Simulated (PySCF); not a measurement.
A structure optimised at r2SCAN-D4/def2-SVP, used in a PySCF frequency run:

```xyz
15

F      0.8929    -1.8955     0.4913
C      0.5110    -0.5631     0.3832
Si     1.7627     0.3740    -0.6740
C     -0.1590    -0.0250     1.6080
C     -0.9897    -0.3677     0.3836
Si    -1.9208     0.9206    -0.6116
H      1.3509     1.8068    -0.7547
H      1.8079    -0.2166    -2.0425
H      3.1084     0.2704    -0.0401
H     -0.0156     1.0289     1.8732
H     -0.2022    -0.7138     2.4574
H     -1.5018    -1.3367     0.4592
H     -1.3512     2.2753    -0.3433
H     -3.3583     0.9143    -0.2053
H     -1.8349     0.6416    -2.0778
```

**Question.** Write its SMILES and formula.

**Answer.** F[C@]1([SiH3])C[C@H]1[SiH3], C₃H₉FSi₂

**Question.** What are its rotational constants (standard atomic weights)?

**Answer.** 2.9929, 1.5728, 1.2279 GHz
